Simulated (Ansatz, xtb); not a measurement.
Two isomers of B2FH4OSi

Structure I: `B[SiH]OBF`, a doublet. Structure II: `FBOB[SiH2]`, a doublet. Both are isolated molecules in the gas phase, relaxed with B3LYP-D3(BJ)/def2-SVP; the shapes shown needn't be the lowest conformers.

I (Å):

```tsv
atom	x (Å)	y (Å)	z (Å)
B	-1.5150	0.5325	-0.9989
B	1.6444	-0.8884	0.7839
F	0.6377	-1.2563	1.5689
O	1.4153	-0.6079	-0.5178
Si	0.1198	-0.2954	-1.5319
H	-2.3412	0.7184	-1.8558
H	-1.6941	0.8516	0.1466
H	0.5580	-0.7389	-2.8772
H	2.7538	-0.8199	1.2416
```

II (Å):

```yaml
atoms:
  - { symbol: B, position_ang: [-2.9793, -2.5716, 0.1438] }
  - { symbol: B, position_ang: [-1.4388, -0.4007, -0.1737] }
  - { symbol: F, position_ang: [-3.3469, -3.3101, -0.8965] }
  - { symbol: O, position_ang: [-2.2464, -1.4772, -0.0686] }
  - { symbol: Si, position_ang: [0.5201, -0.5690, -0.0392] }
  - { symbol: H, position_ang: [-3.3143, -2.9008, 1.2515] }
  - { symbol: H, position_ang: [-1.9391, 0.6876, -0.3394] }
  - { symbol: H, position_ang: [1.4267, 0.5912, -0.2390] }
  - { symbol: H, position_ang: [1.2413, -1.8653, 0.0809] }
```

Problem. Which of the two would you expect CCSD(T)/def2-SVP + ΔMP2/def2-TZVPP electronic energies to favour?

Solution. Too close to call at this level: CCSD(T)/def2-SVP + ΔMP2/def2-TZVPP gives E(II) − E(I) = −0.13 kcal/mol.

The same difference at several levels:

```json
{"level": "B3LYP-D3(BJ)/def2-SVP", "geometry": "B3LYP-D3(BJ)/def2-SVP", "E(II) − E(I) (kcal/mol)": "−7.41", "departure from the last row (kcal/mol)": "−7.28", "job, with rough time for the two": "optimisation, 6.6 min"}
{"level": "HF/def2-SVP", "geometry": "B3LYP-D3(BJ)/def2-SVP", "E(II) − E(I) (kcal/mol)": "−7.17", "departure from the last row (kcal/mol)": "−7.04", "job, with rough time for the two": "part of the CCSD(T) run"}
{"level": "MP2/def2-SVP", "geometry": "B3LYP-D3(BJ)/def2-SVP", "E(II) − E(I) (kcal/mol)": "−6.60", "departure from the last row (kcal/mol)": "−6.46", "job, with rough time for the two": "part of the CCSD(T) run"}
{"level": "CCSD(T)/def2-SVP", "geometry": "B3LYP-D3(BJ)/def2-SVP", "E(II) − E(I) (kcal/mol)": "−7.04", "departure from the last row (kcal/mol)": "−6.91", "job, with rough time for the two": "single point"}
{"level": "CCSD(T)/def2-SVP + ΔMP2/def2-TZVPP", "geometry": "B3LYP-D3(BJ)/def2-SVP", "E(II) − E(I) (kcal/mol)": "−0.13", "departure from the last row (kcal/mol)": "", "job, with rough time for the two": "single point, 56 s"}
```

As drawn, II has 1 B–O, 1 Si–H in place of 1 O–Si, 1 B–H.

The largest departure from CCSD(T)/def2-SVP + ΔMP2/def2-TZVPP is that of B3LYP-D3(BJ)/def2-SVP, 7.28 kcal/mol. Levels run at GFN2-xTB geometries aren't shown. The last row adds to CCSD(T) the change of the MP2 difference between the two basis sets, here +6.91 kcal/mol, a large step that makes the value less sure.

With harmonic frequencies from B3LYP-D3(BJ)/def2-SVP (ideal gas, rigid rotor, one conformer each, 298.15 K, 1 atm): on the last row, ΔE + ΔZPE = −0.72 kcal/mol. A mode under 50 cm⁻¹ makes harmonic enthalpies and free energies unreliable, so none is given.

Open shells are spin-unrestricted. The correlated steps freeze 9 core orbitals. Run with Ansatz 0.2.0; the last row on 2 threads of Arm Neoverse V2 on a shared host.
